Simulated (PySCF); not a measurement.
Species: Sb4S4 realgar, Sb₄S₄.
Geometry (PBE0-D3(BJ)/def2-SVP, Å), atoms numbered from 1 in this order:
```xyz
8
Sb4S4 angstrom
Sb    -0.528   -1.771    1.164
S      1.870   -1.449    0.931
Sb     2.090    0.575   -0.400
S      0.955   -0.343   -2.343
Sb    -1.280   -0.875   -1.544
S     -1.850    1.411   -0.951
Sb    -0.211    2.034    0.734
S     -0.907    0.333    2.325
```

The calculation used PBE0-D3(BJ)/def2-SVP geometry optimisation, gas phase, def2 core potentials past Kr in PySCF.

Masses are those of the commonest isotopes; rigid-rotor values at the optimised geometry. The values belong to one conformer.

What are A, B and C (MHz)?

Ia = 1872.41, Ib = 2193.92, Ic = 2200.61 u·Å²; 505379 MHz·u·Å²/I gives A = 269.9, B = 230.4, C = 229.7 MHz.

Classify the top.

A prolate symmetric top, as the point group D2d requires two equal moments; the computed ones differ by 0.30 % because the geometry is symmetric only within the optimiser's tolerance; Ray's κ = -0.965.

The point group D2d allows no dipole (computed: 0.02 D), so a rigid rotor has no electric-dipole lines.

Estimate the classical rotational partition function at 10 K, 50 K and 100 K.

Point group D2d, symmetry number σ = 4; q = (√π/σ)·√((kT/h)³/(ABC)), k/h = 20836.6 MHz/K: 11200 at 10 K, 125000 at 50 K, 353000 at 100 K.

Atoms past krypton carry def2 core potentials. Whether it is a minimum is left open (no frequencies). These are rigid-rotor constants of the computed structure; measured ground-state constants (B0) also hold zero-point vibration.

Time: 10 min of wall time; peak memory 1.1 GiB. Hardware: one thread of an AMD EPYC, shared host with 64 logical CPUs at a one-minute load of 58. These figures are those of the optimisation.
